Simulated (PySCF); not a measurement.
PySCF input for Br2Sn, SMILES [Br][Sn][Br] (connectivity only; charge and spin as stated), charge +1, multiplicity 2, IEF-PCM-ωB97X/def2-SVP. The structure is a stationary point at PBE0-D3(BJ)/def2-SVP. The multiplicity is an assumed one; other spin states were not compared. The isomer is the one that the SMILES or the coordinates give; other isomers of the formula were not compared. The def2 effective core potentials stand for the cores of Sn; spin–orbit coupling is left out.

```python
import numpy as np
from pyscf import gto, scf, dft
from pyscf.solvent import pcm

mol = gto.M(
    atom='''
    Sn    0.00000000    0.00000000    0.72415404
    Br    0.00000000   -2.11585920   -0.51725289
    Br    0.00000000    2.11585920   -0.51725289
    ''',
    basis='def2-SVP',
    ecp={'Sn': 'def2-svp'},
    charge=1,
    spin=1,
    max_memory=1600,
    verbose=3,
)
mf = dft.UKS(mol, xc='wb97x').density_fit(auxbasis='def2-universal-jkfit')
mf.grids.level = 3
mf.conv_tol = 1e-9
mf.max_cycle = 100
mf.kernel()
fine, coarse = mf.grids, dft.Grids(mol).set(level=1).build(with_non0tab=True)
for _ in range(3):  # follow internal instabilities
    mf.grids = coarse
    mo, _, stable, _ = mf.stability(return_status=True, nroots=4)
    mf.grids = fine
    if stable:
        break
    mf.kernel(mf.make_rdm1(mo, mf.mo_occ))
res = {}
for name, eps in {'water': 78.355, 'acetonitrile': 35.688, 'chlorobenzene': 5.6968}.items():
    s = mf.PCM()
    s.with_solvent.method, s.with_solvent.eps, s.with_solvent.lebedev_order = 'IEF-PCM', eps, 29
    s.kernel(mf.make_rdm1())
    res[name] = (s.e_tot, eps, s.dip_moment(), s.mo_energy, s.converged)
    print(f'{name}: electrostatic solvation free energy {(s.e_tot - mf.e_tot) * 627.509474:.3f} kcal/mol')
```

Output:

```

WARN: HOMO -0.70680499575218 >= LUMO -0.706804995752175

converged SCF energy = -5361.84040405044  <S^2> = 0.76588733  2S+1 = 2.0158247
<class 'pyscf.df.df_jk.DFUKS'> wavefunction is stable in the internal stability analysis

WARN: PCM is an experimental feature. It is still in testing.
Features and APIs may be changed in the future.

converged SCF energy = -5361.93278728593  <S^2> = 0.76434589  2S+1 = 2.0142948

WARN: System has nonzero charge 1; the dipole moment is origin-dependent.
Location of origin: [0. 0. 0.]

Dipole moment(X, Y, Z, Debye):  0.00000, -0.00000,  3.56486
water: electrostatic solvation free energy -57.971 kcal/mol

WARN: PCM is an experimental feature. It is still in testing.
Features and APIs may be changed in the future.

converged SCF energy = -5361.93126507834  <S^2> = 0.76438461  2S+1 = 2.0143332

WARN: System has nonzero charge 1; the dipole moment is origin-dependent.
Location of origin: [0. 0. 0.]

Dipole moment(X, Y, Z, Debye): -0.00000, -0.00000,  3.53614
acetonitrile: electrostatic solvation free energy -57.016 kcal/mol

WARN: PCM is an experimental feature. It is still in testing.
Features and APIs may be changed in the future.

converged SCF energy = -5361.91677089592  <S^2> = 0.76472307  2S+1 = 2.0146693

WARN: System has nonzero charge 1; the dipole moment is origin-dependent.
Location of origin: [0. 0. 0.]

Dipole moment(X, Y, Z, Debye):  0.00000,  0.00000,  3.29034
chlorobenzene: electrostatic solvation free energy -47.921 kcal/mol
```

The calculation finished and met its thresholds.

Cost: very roughly 90 core-seconds.
